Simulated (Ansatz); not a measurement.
Consider the atomization: `C[SiH](C)[SnH3]` → 2 C• + 10 H• + Si• + Sn•.

Gas-phase electronic energies from Ansatz, PBE0-D4/def2-TZVP geometries. CBS: MP2 limit from def2 TZ/QZ plus the TZ coupled-cluster correction, frozen cores. This one scheme is used for every species, atoms too. Functionals use def2-TZVPP. B3LYP here is the variant with VWN-RPA as its local correlation; programs differ in this. No spin–orbit coupling; open shells (•) take unrestricted orbitals. Spin–orbit coupling would lower the free atoms: a little for C, Si; strongly for Sn. Elements past krypton have def2 core potentials. For Sn outer-core shells are correlated without core-valence functions, so the limit isn't a true one: a few kJ/mol of doubt a bond, and 10 to 20 or more in all where bonds break to atoms.

`C[SiH](C)[SnH3]`:

Cartesian coordinates in Å:
```
C 1.025 -1.420 0.766
Si 0.470 0.299 0.261
C -0.850 0.949 1.425
Sn -0.416 0.269 -2.148
H 1.811 -1.792 0.106
H 1.416 -1.411 1.787
H 0.191 -2.126 0.729
H 1.645 1.220 0.293
H -1.736 0.310 1.408
H -1.157 1.960 1.149
H -0.473 0.978 2.452
H -0.935 1.816 -2.663
H -1.758 -0.784 -2.302
H 0.767 -0.267 -3.263
```

Q: What is ΔE at CCSD(T)/CBS? (An estimate is asked.)

A: Computed: +1090.4 kcal/mol.

Q: What do these levels give: PBE-D4, r2SCAN-D4, PBE0-D4, B3LYP-D4, ωB97X-V, ωB97M-V, r2SCAN, PBE0, B3LYP, SCS-MP2/def2-TZVPP, SCS-MP2/def2-QZVPP, MP2/CBS(def2)? (Estimate.)

A: The calculation gave: PBE-D4 1086.7, r2SCAN-D4 1086.8, PBE0-D4 1082.4, B3LYP-D4 1085.7, ωB97X-V 1092.9, ωB97M-V 1087.8, r2SCAN 1085.0, PBE0 1076.3, B3LYP 1074.3, SCS-MP2/def2-TZVPP 1064.5, SCS-MP2/def2-QZVPP 1080.9, MP2/CBS(def2) 1081.7 kcal/mol.

Largest T1 diagnostic among the species: 0.012.

From PBE to PBE0 (25 % exact exchange), in def2-TZVPP and without D4, ΔE moves by −3.3 kcal/mol: exact exchange takes away binding that semilocal exchange gives to molecules. The D4 term adds +11.4 kcal/mol with B3LYP and +6.1 kcal/mol with PBE0; it sums over pairs of atoms, weighted by their polarisabilities, and B3LYP, whose exchange is more repulsive, gets the larger term. In def2-TZVPP, CCSD(T) changes the Hartree–Fock value by +244.0 kcal/mol (the triples alone add +10.6 kcal/mol) and MP2 by +235.2 kcal/mol; breaking electron pairs costs correlation energy, which Hartree–Fock lacks.

For atomizations the MP2-based limit and the directly extrapolated one differ by several kJ/mol either way, and by 10 to 25 for some Ge, Se and Sn compounds, so smaller differences from it don't rank the levels.
